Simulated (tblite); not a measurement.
Compound: C2H10NO2Si2 (doublet state).
Atom-mapped SMILES: `[CH3:1][N:2]([CH3:3])[Si@@H:4]([OH:5])[O:6][SiH2:7]` (hydrogens: H8, H9, H10 on C1; H11, H12, H13 on C3; H14 on Si4; H15 on O5; H16, H17 on Si7)

Computed with GFN2-xTB (tblite), gas phase: L-BFGS steps from a force-field or distance-geometry start until the largest atomic force falls under 0.01 eV/Å.

Step 45: E = -653.4019 eV
```
atom  x, y, z in Å  |  force x, y, z in eV/Å
C1     -1.3654    0.7362    0.7194    0.009   0.030  -0.005
N2     -0.7954   -0.4008    0.0437   -0.008   0.010  -0.067
C3     -1.5605   -1.6052    0.2411    0.005  -0.021  -0.010
Si4     0.8672   -0.5136   -0.3565    0.045   0.004  -0.014
O5      1.0877   -1.5772   -1.5642    0.007  -0.006  -0.022
O6      1.3022    0.9760   -0.8261    0.040   0.007   0.026
Si7     2.4936    2.0801   -0.9040   -0.042   0.036   0.031
H8     -0.7557    1.6115    0.5185    0.022   0.021   0.006
H9     -1.4171    0.5795    1.8037   -0.016   0.010   0.008
H10    -2.3779    0.9192    0.3469   -0.006  -0.014   0.023
H11    -1.0855   -2.4237   -0.2900    0.023  -0.018  -0.024
H12    -1.6240   -1.8720    1.3026   -0.025  -0.001   0.011
H13    -2.5760   -1.4745   -0.1442   -0.007   0.019   0.021
H14     1.7889   -0.9894    0.6683   -0.020  -0.028  -0.011
H15     0.8597   -1.3248   -2.4568   -0.011  -0.036   0.061
H16     1.7756    3.3437   -1.0088   -0.006  -0.002   0.002
H17     3.3755    1.9470    0.2494   -0.010  -0.011  -0.037
```

Step 46: E = -653.4027 eV
```
atom  x, y, z in Å  |  force x, y, z in eV/Å
C1     -1.3609    0.7374    0.7194    0.019   0.009   0.001
N2     -0.7935   -0.4015    0.0439   -0.011   0.017  -0.091
C3     -1.5633   -1.6033    0.2397    0.010  -0.013  -0.005
Si4     0.8685   -0.5160   -0.3579    0.055  -0.017   0.005
O5      1.0893   -1.5825   -1.5629    0.011  -0.007  -0.003
O6      1.3048    0.9725   -0.8291    0.023  -0.009   0.020
Si7     2.4863    2.0857   -0.9069   -0.030   0.027   0.026
H8     -0.7434    1.6093    0.5267    0.007   0.015   0.000
H9     -1.4167    0.5739    1.8025   -0.029   0.024   0.015
H10    -2.3713    0.9276    0.3434    0.015  -0.015   0.028
H11    -1.0886   -2.4266   -0.2842    0.025  -0.006  -0.037
H12    -1.6316   -1.8655    1.3015   -0.035  -0.007   0.031
H13    -2.5769   -1.4704   -0.1502    0.000   0.016   0.020
H14     1.7897   -0.9919    0.6693   -0.032  -0.018  -0.027
H15     0.8676   -1.3314   -2.4570   -0.017  -0.029   0.044
H16     1.7597    3.3439   -0.9960   -0.020   0.025  -0.004
H17     3.3733    1.9507    0.2408    0.010  -0.013  -0.021
```

**Question.** Estimate the geometry and energy of step 47. (The exact step hangs on the optimiser's Hessian estimate; all steps are aligned on step 46, rigid shifts and turns removed.)

**Answer.** E = -653.4037 eV, largest force 0.097 eV/Å
```
atom  x, y, z in Å  |  force x, y, z in eV/Å
C1     -1.3544    0.7390    0.7199    0.029  -0.015   0.004
N2     -0.7912   -0.4020    0.0427   -0.015   0.018  -0.094
C3     -1.5668   -1.6009    0.2379    0.014   0.002   0.001
Si4     0.8710   -0.5196   -0.3595    0.039  -0.036   0.020
O5      1.0916   -1.5899   -1.5610    0.016  -0.011   0.012
O6      1.3084    0.9673   -0.8329    0.006  -0.021   0.009
Si7     2.4760    2.0934   -0.9103   -0.019   0.022   0.017
H8     -0.7265    1.6064    0.5372   -0.021   0.001  -0.001
H9     -1.4174    0.5669    1.8016   -0.034   0.040   0.006
H10    -2.3621    0.9388    0.3393    0.044  -0.013   0.033
H11    -1.0918   -2.4298   -0.2776    0.016   0.014  -0.039
H12    -1.6428   -1.8567    1.3009   -0.034  -0.009   0.028
H13    -2.5780   -1.4647   -0.1579    0.014   0.007   0.017
H14     1.7906   -0.9953    0.6696   -0.034  -0.012  -0.030
H15     0.8784   -1.3405   -2.4571   -0.025  -0.022   0.027
H16     1.7373    3.3445   -0.9791   -0.031   0.049  -0.009
H17     3.3706    1.9551    0.2294    0.034  -0.013  -0.002
```

The energy changes by -0.0009 eV. The first-order estimate −F·Δx gives -0.0013 eV and the mean of the old and new forces, exact on a quadratic surface, -0.0009 eV. The step makes an angle of 82° with the force vector and moves no atom by more than 0.028 Å.

The cost below is that of the whole relaxation. Time: 1.1 s wall. Hardware: Arm Neoverse V2, one thread (shared host).
